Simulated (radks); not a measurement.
Os XLIII, configuration [Ar] 3d10 4s2 4p4. Method: Dirac Kohn-Sham, PBE, spin-unpolarised, spherical densities, finite nucleus; open shells fill j = l - 1/2 first; Fermi nuclear charge, rms radius 5.4126 fm; computed with a radial shooting solver on a logarithmic mesh with Libxc functionals.

Unscreened Slater integrals over Kohn-Sham orbitals (hartree). Large and small components are both included. Empty in this configuration: 4d3/2.

\begin{tabular}{lr}
integral & value \\ \hline
F0(4p3/2,4p3/2) & 2.2330 \\
F2(4p3/2,4p3/2) & 1.1581 \\
F0(4p3/2,4p1/2) & 2.2903 \\
G2(4p3/2,4p1/2) & 1.1611 \\
F0(4p3/2,4s1/2) & 2.2787 \\
G1(4p3/2,4s1/2) & 1.5253 \\
F0(4p3/2,3d5/2) & 2.8328 \\
F2(4p3/2,3d5/2) & 0.81808 \\
G1(4p3/2,3d5/2) & 0.26299 \\
G3(4p3/2,3d5/2) & 0.26687 \\
F0(4p3/2,4d3/2) & 2.2656 \\
F2(4p3/2,4d3/2) & 1.1512 \\
G1(4p3/2,4d3/2) & 1.3950 \\
G3(4p3/2,4d3/2) & 0.90258 \\
F0(4p1/2,4p1/2) & 2.3551 \\
F0(4p1/2,4s1/2) & 2.3413 \\
G1(4p1/2,4s1/2) & 1.5619 \\
F0(4p1/2,3d5/2) & 2.9582 \\
G3(4p1/2,3d5/2) & 0.28874 \\
F0(4p1/2,4d3/2) & 2.3282 \\
G1(4p1/2,4d3/2) & 1.4891 \\
F0(4s1/2,4s1/2) & 2.3296 \\
F0(4s1/2,3d5/2) & 2.9191 \\
G2(4s1/2,3d5/2) & 0.27713 \\
F0(4s1/2,4d3/2) & 2.3154 \\
G2(4s1/2,4d3/2) & 1.1388 \\
F0(3d5/2,3d5/2) & 5.2035 \\
F2(3d5/2,3d5/2) & 2.6668 \\
F4(3d5/2,3d5/2) & 1.7194 \\
F0(3d5/2,4d3/2) & 2.9412 \\
F2(3d5/2,4d3/2) & 0.89444 \\
G2(3d5/2,4d3/2) & 0.35289 \\
G4(3d5/2,4d3/2) & 0.28099 \\
F0(4d3/2,4d3/2) & 2.3089 \\
F2(4d3/2,4d3/2) & 1.1709 \\
\end{tabular}
